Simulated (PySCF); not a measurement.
## A basis-limit estimate, worked out

An elementary step of BH₃ClO₂F, singlet (BH₂O₂F ([OH][B]([OH])[F]) + HCl → BH₂ClO₂ ([OH][B]([OH])[Cl]) + HF; B–F, H–Cl broken or loosened, B–Cl, F–H formed or tightened). “Start” and “end” are the PBE0-D4/def2-TZVP structures reached by relaxing down either side of its saddle point, with the molecules still in contact.

Program: PySCF 2.14 with density fitting (its default auxiliary sets; JK sets also for MP2 and CCSD(T)). Basis: def2-TZVPP and def2-QZVPP. Cores are frozen in the correlated methods.

Energies in eV:

| quantity | end | start |
| --- | --- | --- |
| Hartree–Fock, triple zeta (X = 3) | -20011.14089 | -20011.90696 |
| Hartree–Fock, quadruple zeta (X = 4) | -20011.84017 | -20012.60663 |
| MP2 correlation, X = 3 | -28.19176 | -27.97365 |
| MP2 correlation, X = 4 | -30.76488 | -30.51910 |
| CCSD(T) correlation, X = 3 | -29.86790 | -29.72166 |

Q: Work out the step energy at the basis limit: extrapolate Hartree–Fock as E(X) = E∞ + A exp(−7.88 √X) and the MP2 correlation as E(X) = E∞ + B X^−2.97 (the exponents that Neese and Valeev fitted for def2-TZVPP and QZVPP), then add CCSD(T) − MP2 in triple zeta.

A: Each step is linear, so take the differences first (end − start): Hartree–Fock 0.76607 (X = 3) and 0.76646 (X = 4); MP2 correlation -0.21811 and -0.24578; CCSD(T) correlation -0.14624.
Two points give E∞ = E(4) + w [E(4) − E(3)], with w = 1/(exp(7.88 (2 − √3)) − 1) = 0.1377 for Hartree–Fock and w = 1/((4/3)^2.97 − 1) = 0.7407 for the correlation.
Hartree–Fock: 0.76646 + 0.1377 × 0.00039 = 0.7665 eV.
MP2 correlation: -0.24578 + 0.7407 × (-0.02767) = -0.2663 eV.
CCSD(T) − MP2: -0.14624 − (-0.21811) = 0.0719 eV.
Sum: 0.7665 + (-0.2663) + 0.0719 = 0.5721 eV, or 13.19 kcal/mol. Plain CCSD(T) in triple zeta gives 0.6198 eV, so the larger basis shifts the result by -0.0477 eV.

T1 diagnostic: at most 0.012.

Labels in which every atom is bracketed show which atoms are joined, not bond orders.

For scale, one of the runs: CCSD(T)/def2-TZVPP, 208 basis functions, launched by `OMP_NUM_THREADS=4 python run.py`. Hardware: 4 CPU threads of an Intel Xeon, shared host. Wall time 17 min; peak host memory 3.6 GiB.
